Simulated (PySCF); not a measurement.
Al(F)2(SH) (AlF2HS), SMILES [F][Al]([F])[SH]. Atoms are numbered in the order given.

```xyz
5

Al    -0.0039    -0.4535     0.0000
F     -1.3880    -1.3580     0.0000
F      1.4618    -1.2232     0.0000
S     -0.1155     1.7061     0.0000
H      1.2343     1.8291     0.0000
```

Geometry optimised at B3LYP-D3(BJ)/def2-SVP. The values are those of a single conformer.

All values below come from TDA-ωB97X/def2-SVPD run with PySCF.

Vertical excitations.  State labels are in the subgroup Cs.

Computed excitation energies, oscillator strengths and character:
| state | symmetry | energy (eV) | λ (nm) | f | main pairs |
|---|---|---|---|---|---|
| S1 | A" | 6.20 | 200 | 0.076 | HOMO→LUMO 88 % |
| S2 | A" | 6.80 | 182 | 0.006 | HOMO→LUMO+2 86 % |
| S3 | A' | 7.28 | 170 | 0.012 | HOMO→LUMO+1 71 %, HOMO−1→LUMO 19 % |
| S4 | A' | 8.19 | 151 | 0.339 | HOMO−1→LUMO 64 %, HOMO−1→LUMO+2 16 %, HOMO→LUMO+1 10 % |
| S5 | A" | 8.51 | 146 | 0.000 | HOMO→LUMO+7 28 %, HOMO−1→LUMO+1 27 %, HOMO→LUMO+4 15 %, HOMO→LUMO+3 12 % |
| S6 | A" | 8.63 | 144 | 0.024 | HOMO−1→LUMO+1 62 %, HOMO→LUMO+8 12 % |
| S7 | A' | 8.90 | 139 | 0.215 | HOMO−1→LUMO+2 64 %, HOMO→LUMO+1 10 % |
| S8 | A" | 9.04 | 137 | 0.003 | HOMO→LUMO+3 53 %, HOMO→LUMO+5 15 %, HOMO→LUMO+7 13 % |
| S9 | A' | 9.28 | 134 | 0.046 | HOMO−2→LUMO 75 % |
| S10 | A" | 9.37 | 132 | 0.029 | HOMO→LUMO+5 38 %, HOMO→LUMO+4 30 %, HOMO→LUMO+7 17 %, HOMO→LUMO+3 8 % |
| T1 | A" | 5.91 | 210 | 0 | HOMO→LUMO 86 % |
| T2 | A" | 6.32 | 196 | 0 | HOMO→LUMO+2 84 % |
| T3 | A' | 6.62 | 187 | 0 | HOMO→LUMO+1 90 % |
| T4 | A' | 7.24 | 171 | 0 | HOMO−1→LUMO 74 % |
Triplets are in the Tamm–Dancoff approximation.
